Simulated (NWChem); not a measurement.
C₂H₂BrF; SMILES C=C(Br)F

```xyz
6

C     -1.2106     1.6335     0.0000
C     -0.0779     0.9424     0.0000
F      1.1116     1.5110     0.0000
Br     0.0304    -0.9313     0.0000
H     -2.1741     1.1277     0.0000
H     -1.1652     2.7243     0.0000
```
Atoms are numbered in this order, from 1.

Program: NWChem. Pople sets run with spherical d functions. STO-3G and 3-21G are far too small for this property and stand as cheap habits. Structure relaxed at the PBE0/def2-SVP level. Field at 589 nm.

```csv
level,isotropic polarisability (bohr³),anisotropy (bohr³),relative time
B3LYP/STO-3G,18.0,25.9,1
B3LYP/6-31G*,37.0,32.9,8
B3LYP/def2-SVP,37.4,31.8,6
B3LYP/def2-SVPD,50.1,28.3,20
B3LYP/aug-cc-pVDZ,49.9,29.0,60
```

Times are rough ratios from one shared machine.
